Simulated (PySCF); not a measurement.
C₃H₅O (SMILES [CH2-]C(C)=O), charge -1, singlet, geometry from GFN2-xTB (in this run its highest filled SCF level lies above zero, so its values depend strongly on the basis, on diffuse functions most of all), atoms displaced at random by about 0.05 Å a coordinate. Base run: HF/STO-3G (PySCF).

The PySCF input:
```python
from pyscf import gto, scf
from pyscf.geomopt import geometric_solver

mol = gto.M(
    atom='''
O    -0.779277    0.122095    1.230340
C     0.013026    0.075790    0.134476
C     0.323687    1.305823   -0.719310
C     0.299160   -1.261557   -0.558704
H     0.915063   -1.859205    0.160167
H     0.207794    2.289848   -0.269998
H     0.824029    1.140332   -1.584960
H     0.768550   -1.162484   -1.442049
H    -0.657919   -1.810621   -0.720661
''',
    basis='sto-3g',
    charge=-1,
    spin=0,
    verbose=3,
)

def method(m):
    mf = scf.RHF(m)
    return mf

conv, mol_eq = geometric_solver.kernel(method(mol), maxsteps=100)
print('optimisation converged:', conv)
print(mol_eq.tostring(format='xyz'))
mf = method(mol_eq)
mf.kernel()
```

The base run was repeated with changes; each row names its change, and settings that it needs were set with it.

```csv
change,ΔE vs base (µEh),optimiser steps
base,0.0,12
coordsys = hdlc,0.1,12
trust = 0.5,0.0,12
convergence_set = TURBOMOLE,0.0,12
convergence_set = GAU_LOOSE,0.0,12
trust = 0.02,0.0,12
convergence_set = GAU_TIGHT,0.0,14
```
